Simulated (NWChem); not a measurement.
Everything below was run with NWChem. System: H₃NSSi, charge 1, spin multiplicity 2, at the geometry of a parent with another charge or spin, in a state set for the comparison that need not be this species' ground state. Its SCF solution wasn't tested for a lower state. Level: UMP2/cc-pVDZ, 11 core orbitals frozen.

Input file:

```
start mol
memory heap 200 mb stack 900 mb global 1100 mb
charge 1
geometry units angstroms nocenter noautoz
  Si     0.131641    -0.948568     0.000000
  N     -1.576479    -0.701741     0.000000
  H     -2.205269    -1.500582     0.000000
  H     -2.088568     0.178357     0.000000
  S      0.715288     1.163316     0.000000
  H      2.041613     0.901304     0.000000
  symmetry group Cs
end
basis spherical
  * library cc-pvdz
end
scf
  uhf
  nopen 1
  maxiter 100
  thresh 1e-7
  semidirect memsize 60000000 filesize 0
  # guess.movecs holds the orbitals of an unrestricted PBE0 run
  vectors input guess.movecs output mol.movecs
end
mp2
  freeze core 11
end
task mp2 energy
```

NWChem printed:

```
             Northwest Computational Chemistry Package (NWChem) 7.3.0
             --------------------------------------------------------

                                NWChem Input Module
                                -------------------

 Scaling coordinates for geometry "geometry" by  1.889725989
 (inverse scale =  0.529177249)

 Turning off AUTOSYM since
 SYMMETRY directive was detected!

                             Geometry "geometry" -> ""
                             -------------------------

 Output coordinates in angstroms (scale by  1.889725989 to convert to a.u.)

  No.       Tag          Charge          X              Y              Z
 ---- ---------------- ---------- -------------- -------------- --------------
    1 Si                  14.0000     0.13164100    -0.94856800     0.00000000
    2 N                    7.0000    -1.57647900    -0.70174100     0.00000000
    3 H                    1.0000    -2.20526900    -1.50058200     0.00000000
    4 H                    1.0000    -2.08856800     0.17835700     0.00000000
    5 S                   16.0000     0.71528800     1.16331600     0.00000000
    6 H                    1.0000     2.04161300     0.90130400     0.00000000

 Effective nuclear repulsion energy (a.u.)     133.0740728798

            Nuclear Dipole moment (a.u.)
            ----------------------------
        X                 Y               Z
 ---------------- ---------------- ----------------
     0.0000094486    -0.0000075589     0.0000000000

      Symmetry information
      --------------------

 Group name             Cs
 Group number              2
 Group order               2
 No. of unique centers     6

      Symmetry unique atoms

     1    2    3    4    5    6


 Summary of "ao basis" -> "" (spherical)
 ------------------------------------------------------------------------------
       Tag                 Description            Shells   Functions and Types
 ---------------- ------------------------------  ------  ---------------------
 *                          cc-pvdz                   on all atoms

 Summary of "ao basis" -> "ao basis" (spherical)
[...]
  AO/Fock/Back tols     =   1.0D-09  1.0D-09  1.0D-09

 GA uses MA = F    GA memory limited = T

 Available:
  local mem=  1.26D+08
 global mem=  1.44D+08
 local disk=  0.00D+00
  mp2_memr nvloc                    45
  nvloc new                    45
   1 passes of   9:        3145728                      18946                   2936179.
   1 passes of   9: M    126152225           G      144170750           F     123006497.

 Semi-direct pass number   1 of   1  for UHF alpha       at        2.5s
  vrange nnbf                  2127
  mp2_eaftype                    11  avail_ma_in_mb                  1099
 EAF : mp2_eaftype filesize          11    1468089.
  mp2_eaf for mointskh                     11
Node 0 wrote      6.9 Mb in      0.0 s     Agg I/O rate:  2130.6 Mb/s
 Done moints_semi at        6.3s
  mp2_eaftype                    11  avail_ma_in_mb                  1088
 EAF : mp2_eaftype filesize          11    1468089.
  mp2_eaf for kh                    11
 Done maket at        6.3s
 Done multipass loop at        6.3s

 GA uses MA = F    GA memory limited = T

 Available:
  local mem=  1.26D+08
 global mem=  1.44D+08
 local disk=  0.00D+00
  mp2_memr nvloc                    46
  nvloc new                    46
   1 passes of   8:        3145728                      18003                   2668602.
   1 passes of   8: M    126152225           G      144170750           F     123006497.

 Semi-direct pass number   1 of   1  for UHF beta        at        6.4s
  vrange nnbf                  2127
  mp2_eaftype                    10  avail_ma_in_mb                  1099
 EAF : mp2_eaftype filesize          10    1334301.
  mp2_eaf for mointskh                     10
Node 0 wrote      6.3 Mb in      0.0 s     Agg I/O rate:  2184.8 Mb/s
 Done moints_semi at       10.1s
  mp2_eaftype                    10  avail_ma_in_mb                  1089
 EAF : mp2_eaftype filesize          10    1334301.
  mp2_eaf for kh                    10
 Done maket at       10.1s
 Done multipass loop at       10.1s

          -------------------------------------------
          SCF energy                -742.401541814205
          Correlation energy          -0.368587445928
          Singlet pairs                0.000000000000
          Triplet pairs                0.000000000000
          Total MP2 energy          -742.770129260132
          -------------------------------------------

          ---------------------------------------------------
                    Spin Component Scaled (SCS) MP2
          Same spin pairs                     -0.091198217890
          Same spin scaling factor             0.333333333333
          Opposite spin pairs                 -0.277389228037
          Opposite spin scaling fact.          1.200000000000
          SCS-MP2 correlation energy          -0.363266479608
          Total SCS-MP2 energy              -742.764808293813
          ---------------------------------------------------

 -----------------------
 Performance information
 -----------------------

 Timer overhead =  1.48D-07 seconds/call

               Nr. of calls         CPU time (s)                 Wall time (s)                GFlops
             ---------------    -------------------     ------------------------------   -------------------
Name         Min   Avg   Max    Min     Avg     Max     Min     Avg     Max   Mx/calls   Min     Max     Sum
mp2: moin     2     2     2    7.5     7.5     7.5      7.5     7.5     7.5     3.8      0.0     0.0     0.0
mp2: make     2     2     2   6.47E-2 6.47E-2 6.47E-2  6.47E-2 6.47E-2 6.47E-2 3.24E-2   0.0     0.0     0.0
mp2: tota     1     1     1    7.7     7.7     7.7      7.7     7.7     7.7     7.7      0.0     0.0     0.0

 The average no. of pstat calls per process was 5.00D+00
 with a timing overhead of 7.39D-07s

 Task  times  cpu:       10.1s     wall:       10.1s

 Total times  cpu:       10.1s     wall:       10.1s
```
